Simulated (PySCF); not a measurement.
**KF at TPSS**

Computed with TPSS; basis K aug-pcseg-1, F aug-pcseg-1; no relativity; PySCF 2.14.

- state: ¹Σ⁺ (singlet), closed shell
- bond length: 2.176 Å
- harmonic wavenumber: 427 cm⁻¹
- force constant: 1.38 mdyn/Å
- rotational constant Be: 0.2787 cm⁻¹
- anharmonicity ωexe: 2.72 cm⁻¹
- vibration–rotation constant αe: 0.00248 cm⁻¹
- well depth De to K + F: 5.36 eV
- dissociation energy D0: 5.34 eV
- HOMO–LUMO gap: 3.54 eV
- bond order (Mayer): 0.25
- dipole moment (positive dipole means K(−)F(+)): -8.26 D
